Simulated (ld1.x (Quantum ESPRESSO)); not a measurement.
## thallium (Tl): excitation energies, all-electron against RRKJ

```
Element                 : Tl
Generator               : ld1.x (Quantum ESPRESSO) 7.5
Type                    : norm-conserving RRKJ (Kleinman–Bylander form)
Functional              : PBE
Relativity              : fully relativistic
Frozen core             : [Kr] 4d10 4f14 5s2
Valence charge          : 19
Reference configuration : 5p6 5d10 6s1 6p0 (charge +2)
Partial waves           : 6s (bound): rc 2.05 bohr; 5d (bound): rc 1.70 bohr; 5f channel at 0.15 Ry: rc 2.15 bohr; 5p (bound): rc 1.10 bohr
Local potential         : the p channel
Core correction         : none
rho0                    : 0.005
```

Open shells are filled in proportion to 2j + 1 (rel_dist='average').

Energies are relative to the spin-unpolarised reference configuration 5p6 5d10 6s1 6p0; without spin polarisation the order of configurations can differ from experiment. Not all tests gave a result: 3 of 7 tests not solved or not reliable. Left out of the table: 5p6 5d10 6s2 6p1 (pseudo-atom not self-consistent, printed error +18.7 eV); 5p6 5d10 6s2 6p0.5 (pseudo-atom not self-consistent, printed error +3.6 eV); 5p6 5d10 6s2 6p1.3 (solver errors, printed error -38.1 eV). The p channel is local and has no spin–orbit splitting in the pseudo-atom.

**Question.** Give the all-electron excitation energy and the error of the potential for: 5p6 5d10 6s2 6p0; 5p6 5d10 6s0 6p0; 5p6 5d10 6s1 6p1; 5p6 5d9 6s2 6p2.

**Answer.**

```json
{"valence configuration": "5p6 5d10 6s2 6p0", "charge": "+1", "ΔE all-electron (eV)": "-20.785", "error AE − PS (meV)": "-39"}
{"valence configuration": "5p6 5d10 6s0 6p0", "charge": "+3", "ΔE all-electron (eV)": "30.141", "error AE − PS (meV)": "-7.3"}
{"valence configuration": "5p6 5d10 6s1 6p1", "charge": "+1", "ΔE all-electron (eV)": "-12.636", "error AE − PS (meV)": "+6.0"}
{"valence configuration": "5p6 5d9 6s2 6p2", "charge": "0", "ΔE all-electron (eV)": "-11.486", "error AE − PS (meV)": "-60"}
```

Levels in the configuration 5p6 5d10 6s0 6p0:

```csv
level,all-electron (eV),pseudo (eV)
5p j=1/2,-120.225,-105.876
5p j=3/2,-100.001,-105.876
5d j=3/2,-45.686,-45.628
5d j=5/2,-43.379,-43.328
```

These tests converged, but a pseudo level misses the all-electron one widely, so the file describes the atom poorly there or has found another state: 5p6 5d10 6s2 6p0: 5p by 14.5 eV; 5p6 5d10 6s0 6p0: 5p by 14.3 eV; 5p6 5d10 6s1 6p1: 5p by 14.3 eV; 5p6 5d9 6s2 6p2: 5p by 14.2 eV.

Note: ghost state, extra bound levels that the all-electron valence spectrum of the same l lacks: s at -30.4 eV. A true bound ghost makes a file unfit for plane-wave use. The potential misses its own reference levels by up to 14.2 eV, so it is not fit for use.
